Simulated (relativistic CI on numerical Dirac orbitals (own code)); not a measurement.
## V4+ in a cubic cluster: 3s photoemission with charge transfer

Computed with a charge-transfer multiplet model of a cubic metal-ligand cluster with up to 2 ligand holes, Slater and spin-orbit integrals from Dirac-Coulomb-Breit ions, Slater integrals scaled by 0.7. The ground state mixes d1 with configurations of k ligand holes L, whose averages lie at kΔ + k(k − 1)U_dd/2; a core hole lowers each added d electron by U_cd. 300 K, Lorentzian 1.4 eV and Gaussian 0.8 eV FWHM.

Atomic integrals in eV (Slater integrals scaled, ζ unscaled), ground: F2dd 7.050, F4dd 4.418, zeta_d 0.029; with the core hole: F2dd 7.050, F4dd 4.418, zeta_d 0.035, G2cd 8.213. Where a configuration has fewer than two d electrons, the dd integrals are those of d2.

Cluster parameters (eV): Δ = 2.9, U_cd = 7.9, 10Dq = 1.35, 10Dq(ligand) = 0.4, V(eg) = 1.5, V(t2g) = -0.75, final-state hopping factor = 0.8.

| Case | n_d | d1 | d2L | d3L2 | S |
| --- | --- | --- | --- | --- | --- |
| U_dd = 4.7 eV | 1.47 | 0.57 | 0.38 | 0.04 | 0.50 |
| U_dd = 6.1 eV | 1.45 | 0.59 | 0.38 | 0.03 | 0.50 |
| U_dd = 6.8 eV | 1.44 | 0.59 | 0.38 | 0.03 | 0.50 |
| U_dd = 7.5 eV | 1.43 | 0.60 | 0.37 | 0.03 | 0.50 |
| U_dd = 8.2 eV | 1.42 | 0.60 | 0.37 | 0.03 | 0.50 |

Weights, n_d and S are thermal averages at 300 K. Binding energies count from the first peak over 30 % of the highest in each spectrum, which can be another peak from case to case. The parameters are a model scan and need not match a compound or its usual spin state. Peaks in eV (height, largest 100):
- U_dd = 4.7 eV: 0.0 (100), 3.1 (76), 5.4 (72), 11.1 (61), 15.3 (17)
- U_dd = 6.1 eV: 0.0 (100), 3.4 (66), 10.4 (50), 14.8 (13)
- U_dd = 6.8 eV: 0.0 (100), 3.5 (61), 8.3 (44), 10.2 (47)
- U_dd = 7.5 eV: 0.0 (100), 4.1 (58), 8.7 (44), 10.0 (44)
- U_dd = 8.2 eV: 0.0 (100), 4.2 (56), 8.9 (45)

For the case U_dd = 6.1 eV, Δ = 2.9 eV is smaller than U_dd = 6.1 eV, the charge-transfer side of the Zaanen-Sawatzky-Allen scheme. With the core hole the average of the configuration with one ligand hole lies at Δ − U_cd = -5.0 eV before mixing: it lies below the unscreened one, so the lowest final states are mostly screened and the unscreened weight appears at higher binding energy as a satellite.

With at most 2 ligand holes the space is cut while the next configuration still counts, so covalency is underestimated, and a final configuration with one more ligand hole, which can lie low, is missing from the spectra.

Without intra-shell correlation the exchange splitting of the 3s hole comes out too large.
